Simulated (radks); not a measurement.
Zr35+, 5 electrons, occupied as 1s1.75 2s2 2p1 3d0.25 (fractional occupations, a model configuration).

Calculated with a radial shooting solver on a logarithmic mesh with Libxc functionals: scalar-relativistic Kohn-Sham, BLYP, spin-polarised, spherical densities, point nucleus; open shells are filled with parallel spins first (spin-orbit coupling, left out, can overturn this in heavy ions).

Energy parts (hartree):
part                       energy
total                 -1982.85328
kinetic                2061.67771
electron-nucleus      -4126.91773
Hartree                 117.62275
exchange-correlation    -35.23601

Orbitals (lengths in bohr, moments of r in powers of bohr; r(max) is where P^2 peaks):
orbital  occ.  eigenvalue (hartree)      <r>      <r^4>   r(max)
1s up       1             -762.8752  0.03682  8.552e-06  0.02406
1s down  0.75             -761.2692  0.03682  8.557e-06  0.02407
2s up       1             -176.8373   0.1520   0.001214   0.1311
2s down     1             -175.9298   0.1523   0.001226   0.1313
2p up       1             -170.5116   0.1300  0.0007920   0.1031
2p down     0             -169.4291   0.1304  0.0008024   0.1034
3s up       0             -75.13082   0.3532    0.02900   0.3390
3s down     0             -74.94114   0.3553    0.02972   0.3405
3p up       0             -73.13728   0.3348    0.02498   0.3189
3p down     0             -72.88289   0.3370    0.02569   0.3206
3d up    0.25             -71.25182   0.2866    0.01441   0.2444
3d down     0             -70.90105   0.2887    0.01487   0.2458
4d up       0             -39.66988   0.5794     0.2115   0.5838
4f up       0             -39.19673   0.5022     0.1158   0.4460

The highest occupied level is 3d up at -1938.9 eV. The configuration is held as typed, so some empty levels lie below it. The density falls to 0.001 e/bohr^3 at r = 0.72 bohr.
